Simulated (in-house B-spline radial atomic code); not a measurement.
## PBE excitations of I5+

Method: PBE. Computed with a B-spline radial code for spherical atoms: linear response of the closed shell [Kr] 4d10 5s2 with the functional's adiabatic kernel; scalar-relativistic (spin-free one-electron X2C), finite nucleus, no spin-orbit coupling, no double excitations, S, P, D and F terms only; shells from n = 3 respond. Only terms of natural parity with L up to 3 were computed.

Command:
```bash
python run_td.py task.json out
```
Settings (radii: box in bohr, nucleus in fm):
```
Z                        53
electrons                48
configuration            [Kr] 4d10 5s2
hamiltonian              x2c
method                   pbe,pbe
box_radius               16.35
rms_radius               4.75
intervals                70
```

Time taken, with all properties: 2.7 s on 1 thread of Arm Neoverse N1, with other jobs on the host.

The lowest states, in the order of their Tamm-Dancoff energies; the method's threshold (minus the highest occupied level) is 68.97 eV. Labels give the largest channel, * marks a mixed state, and oscillator strengths are full-response dipole values. Semilocal kernels can invert the small singlet-triplet splittings of Rydberg terms. Energies in eV:

| state | full response | Tamm-Dancoff | oscillator strength |
| --- | --- | --- | --- |
| 5s → 5p 3P | 12.073 | 12.165 | - |
| 5s → 5p 1P | 16.030 | 16.639 | 1.58 |
| 5s → 5d 3D | 30.72 | 30.75 | - |
| 5s → 5d 1D | 31.96 | 31.98 | - |
| 5s → 4f 3F | 32.82 | 32.87 | - |
| 5s → 4f 1F | 33.91 | 33.92 | - |
| 5s → 6s 3S | 36.42 | 36.43 | - |
| 5s → 6s 1S | 37.27 | 37.30 | - |
| 5s → 6p 3P | ? | ? | - |
| 5s → 6p 1P | ? | ? | ? |

Question: Where does 5s → 6p 3P lie?

Answer: At 41.38 eV in full response, 41.39 eV in Tamm-Dancoff.

Question: Where does 5s → 6p 1P lie?

Answer: At 41.74 eV in full response, 41.78 eV in Tamm-Dancoff, oscillator strength 0.0796.

Question: How large is the singlet-triplet splitting of 5s → 5p (P terms) in Tamm-Dancoff?

Answer: 4.47 eV, from the unrounded values.

Question: What polarisabilities and dispersion coefficient does the method give?

Answer: Dipole 5.811 bohr³, quadrupole 11.06 bohr⁵, C6 21.35 hartree·bohr⁶ for two such species.
